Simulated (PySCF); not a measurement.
SMILES CO[SiH2]C(C)C, singlet, GFN2-xTB optimised geometry.

```
18

C      2.33     0.97     1.86
O      1.06     0.69     1.37
Si     0.68    -0.09     0.00
C     -1.22    -0.09     0.00
C     -1.80     1.33     0.00
C     -1.74    -0.87    -1.20
H      2.89     1.61     1.16
H      2.90     0.05     2.01
H      2.23     1.49     2.81
H      1.23    -1.45     0.00
H      1.23     0.61    -1.17
H     -1.58    -0.59     0.90
H     -1.50     1.86    -0.90
H     -1.44     1.89     0.86
H     -2.89     1.30     0.03
H     -1.36    -1.89    -1.19
H     -1.42    -0.40    -2.13
H     -2.83    -0.90    -1.20
```

Density from CAM-B3LYP/def2-SVP in PySCF at that geometry.

Minimum of the electron density along straight lines between bonded atoms, close to the bond critical point (lines longer than 1.1 times the sum of covalent radii, or with two minima, are not listed):

| bond | length / Å | ρ at the minimum / e bohr⁻³ | ∇²ρ there / e bohr⁻⁵ | position (fraction from the first atom) |
|---|---|---|---|---|
| C1–O2 | 1.394 | 0.260 | -0.33 | 0.34 |
| O2–Si3 | 1.622 | 0.130 | 1.11 | 0.59 |
| Si3–C4 | 1.898 | 0.117 | 0.31 | 0.38 |
| C4–C5 | 1.527 | 0.242 | -0.55 | 0.50 |
| C4–C6 | 1.524 | 0.244 | -0.55 | 0.50 |
| C1–H7 | 1.092 | 0.282 | -1.08 | 0.64 |
| C1–H8 | 1.092 | 0.282 | -1.08 | 0.64 |
| C1–H9 | 1.091 | 0.284 | -1.10 | 0.64 |
| Si3–H10 | 1.470 | 0.117 | 0.33 | 0.49 |
| Si3–H11 | 1.470 | 0.117 | 0.33 | 0.49 |
| C4–H12 | 1.095 | 0.272 | -0.96 | 0.62 |
| C5–H13 | 1.088 | 0.276 | -1.01 | 0.62 |
| C5–H14 | 1.087 | 0.278 | -1.04 | 0.63 |
| C5–H15 | 1.090 | 0.275 | -1.01 | 0.63 |
| C6–H16 | 1.087 | 0.277 | -1.02 | 0.63 |
| C6–H17 | 1.088 | 0.277 | -1.02 | 0.62 |
| C6–H18 | 1.090 | 0.275 | -1.01 | 0.63 |
